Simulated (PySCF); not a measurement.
SMILES SC[SeH] (CH4SSe), singlet (PBE/def2-SVP optimised geometry):

```
7

S      1.292    -0.832     0.000
C     -0.527    -0.832     0.000
Se    -1.442     0.924     0.000
H      1.442    -0.115    -1.150
H     -0.937    -1.357    -0.885
H     -0.824    -1.402     0.901
H     -0.754     1.402     1.226
```

Method: PBE/def2-TZVP run with PySCF.

### Question
What are the frontier orbital energies and the dipole moment?

### Answer
HOMO-2 -8.07 eV, HOMO-1 -6.02 eV, HOMO -5.48 eV, LUMO -1.56 eV, LUMO+1 -0.24 eV; dipole moment 0.53 D.

Meta-Löwdin charges at PBE/def2-TZVP: S1 -0.07, C2 -0.35, Se3 -0.04, H4 0.10, H5 0.14, H6 0.15, H7 0.07.
